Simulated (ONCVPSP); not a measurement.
**Se (Z = 34): excitation energies, all-electron against ONCV**

```json
{"Element": "Se (Z = 34)", "Generator": "ONCVPSP 4.0.1", "Type": "optimised norm-conserving Vanderbilt (ONCV)", "Functional": "PBEsol", "Relativity": "scalar-relativistic", "Frozen core": "[Ne]", "Valence charge": "24", "Reference configuration": "3s2 3p6 3d10 4s2 4p4", "Partial waves": "3s+4s: rc 0.90 bohr, ncon 4, nbas 8, qcut 16.8 1/bohr, 2 projectors; 3p+4p: rc 1.20 bohr, ncon 4, nbas 8, qcut 13.9 1/bohr, 2 projectors; 3d: rc 1.05 bohr, ncon 4, nbas 9, qcut 17.5 1/bohr, 2 projectors, debl 3.7 Ha", "Local potential": "polynomial inside 0.70 bohr (lpopt 5, dvloc0 -1 Ha)", "Core correction": "none"}
```

Energies are relative to the spin-unpolarised reference configuration 3s2 3p6 3d10 4s2 4p4; without spin polarisation the order of configurations can differ from experiment.

```json
{"valence configuration": "3s2 3p6 3d10 4s2 4p2", "charge": "+2", "ΔE all-electron (eV)": "31.217", "error AE − PS (meV)": "-4.4"}
{"valence configuration": "3s2 3p6 3d10 4s2 4p1", "charge": "+3", "ΔE all-electron (eV)": "62.119", "error AE − PS (meV)": "-8.8"}
```

Question: What are ΔE and the potential's error for 3s2 3p6 3d10 4s2 4p3?

Answer: ΔE = 10.850 eV all-electron; the error (AE − PS) is -1.5 meV.

Question: What are ΔE and the potential's error for 3s2 3p6 3d10 4s0 4p6?

Answer: ΔE = 21.980 eV all-electron; the error (AE − PS) is +0.8 meV.

Levels in the configuration 3s2 3p6 3d10 4s2 4p1:

```
level  all-electron (eV)  pseudo (eV)
   3s           -249.558     -249.578
   3p           -189.206     -189.215
   3d            -89.455      -89.462
   4s            -49.370      -49.370
   4p            -36.451      -36.451
```
